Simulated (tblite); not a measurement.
C6H7Cl.
Numbering: `[CH2:1]=[CH:2]/[CH:3]=[CH:4]\[C:5](=[CH2:6])[Cl:7]` (hydrogens: H8, H9 on C1; H10 on C2; H11 on C3; H12 on C4; H13, H14 on C6)

Computed with GFN2-xTB (tblite), gas phase: L-BFGS steps from a force-field or distance-geometry start until the largest atomic force falls under 0.01 eV/Å.

Step 12: E = -568.2189 eV
```
atom  x, y, z in Å  |  force x, y, z in eV/Å
C1      2.8983   -0.4291   -0.0485   -0.170   0.033   0.004
C2      1.5702   -0.4544   -0.1638    0.131   0.003   0.036
C3      0.7238    0.5670    0.3965    0.049  -0.036  -0.051
C4     -0.6171    0.6664    0.3550   -0.088  -0.008   0.036
C5     -1.6450   -0.1710   -0.2242   -0.046   0.018  -0.042
C6     -2.9441    0.1326   -0.1367    0.163  -0.039   0.008
Cl7    -1.2376   -1.6284   -1.0894   -0.035   0.108   0.072
H8      3.4026    0.3643    0.4700    0.075   0.144   0.094
H9      3.5270   -1.1927   -0.4644    0.014  -0.099  -0.062
H10     1.0994   -1.2658   -0.6891   -0.004  -0.058  -0.041
H11     1.2576    1.3592    0.9149   -0.057  -0.065  -0.040
H12    -1.0550    1.5267    0.8489   -0.002  -0.005  -0.012
H13    -3.2774    1.0132    0.3785    0.017   0.073   0.042
H14    -3.7034   -0.4885   -0.5700   -0.049  -0.068  -0.045
```

Step 13: E = -568.2210 eV
```
atom  x, y, z in Å  |  force x, y, z in eV/Å
C1      2.8998   -0.4272   -0.0478   -0.037   0.024   0.020
C2      1.5731   -0.4549   -0.1620    0.053  -0.005  -0.012
C3      0.7232    0.5654    0.3929    0.051  -0.035   0.000
C4     -0.6171    0.6643    0.3566   -0.113   0.014  -0.005
C5     -1.6461   -0.1683   -0.2251    0.011  -0.012  -0.014
C6     -2.9435    0.1323   -0.1359   -0.018   0.016   0.012
Cl7    -1.2435   -1.6241   -1.0869    0.018   0.034   0.024
H8      3.4074    0.3661    0.4716    0.041   0.094   0.057
H9      3.5253   -1.1947   -0.4658    0.004  -0.049  -0.031
H10     1.1072   -1.2676   -0.6900   -0.024  -0.059  -0.036
H11     1.2513    1.3578    0.9140   -0.007  -0.037  -0.028
H12    -1.0532    1.5263    0.8483   -0.006   0.003   0.002
H13    -3.2802    1.0134    0.3782    0.031   0.051   0.033
H14    -3.7043   -0.4892   -0.5704   -0.005  -0.038  -0.024
```

**Question.** Estimate the geometry and energy of step 14. (The exact step hangs on the optimiser's Hessian estimate; all steps are aligned on step 13, rigid shifts and turns removed.)

**Answer.** E = -568.2217 eV, largest force 0.053 eV/Å
```
atom  x, y, z in Å  |  force x, y, z in eV/Å
C1      2.8997   -0.4261   -0.0472    0.027   0.016   0.021
C2      1.5734   -0.4555   -0.1620    0.024  -0.016  -0.027
C3      0.7233    0.5645    0.3918   -0.043  -0.031   0.006
C4     -0.6185    0.6642    0.3572   -0.001   0.007  -0.016
C5     -1.6454   -0.1679   -0.2257   -0.044   0.000   0.004
C6     -2.9432    0.1324   -0.1355   -0.030   0.015   0.004
Cl7    -1.2444   -1.6225   -1.0858    0.036   0.000   0.002
H8      3.4078    0.3685    0.4732    0.015   0.043   0.024
H9      3.5238   -1.1959   -0.4668   -0.007  -0.004  -0.004
H10     1.1084   -1.2693   -0.6909   -0.014  -0.038  -0.021
H11     1.2496    1.3567    0.9133    0.015  -0.020  -0.017
H12    -1.0529    1.5265    0.8483   -0.014   0.013   0.010
H13    -3.2788    1.0143    0.3788    0.028   0.033   0.023
H14    -3.7036   -0.4903   -0.5710    0.009  -0.016  -0.009
```

The energy changes by -0.0007 eV. The first-order estimate −F·Δx gives -0.0011 eV and the mean of the old and new forces, exact on a quadratic surface, -0.0007 eV. The step makes an angle of 44° with the force vector and moves no atom by more than 0.003 Å.

What follows is the cost of the whole relaxation. Time: 0.32 s. Hardware: one thread, Arm Neoverse N1 (aarch64), on a shared host.
